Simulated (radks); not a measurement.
The nuclear charge of the zinc ion Zn+ is varied continuously with 29 electrons held in [Ar] 3d10 4s1. All-electron calculation, scalar-relativistic Kohn-Sham, PBE, spin-polarised, spherical densities, finite nucleus; open shells are filled with parallel spins first; Fermi nuclear charge, rms radius 3.9283 fm. Program: a radial shooting solver on a logarithmic mesh with Libxc functionals. By the Hellmann-Feynman theorem dE/dZ = E(electron-nucleus)/Z, the electronic potential at the nucleus (averaged over a nucleus of fixed radius). The scalar-relativistic energy here is not variational (the density holds large components alone), so the two differ by a part that grows with Z.

Z      E (hartree)  E(electron-nucleus)/Z (hartree)  HOMO  e(HOMO) (eV)  <r> HOMO (bohr)
29     -1654.85026                         -137.403    3d        -4.894            1.033
29.25  -1689.44091                         -139.034    4s        -7.100            2.746
29.5   -1724.43967                         -140.660    4s        -9.394            2.610
29.75  -1759.84542                         -142.281    4s       -11.871            2.492
30     -1795.65731                         -143.900    4s       -14.521            2.389
30.25  -1831.87464                         -145.516    4s       -17.334            2.297
30.5   -1868.49689                         -147.129    4s       -20.304            2.214
30.75  -1905.52361                         -148.742    4s       -23.426            2.139
31     -1942.95449                         -150.353    4s       -26.694            2.070

The central difference of E at Z = 30 is -144.058 hartree, to compare with the third column; the second derivative is -6.49 hartree.
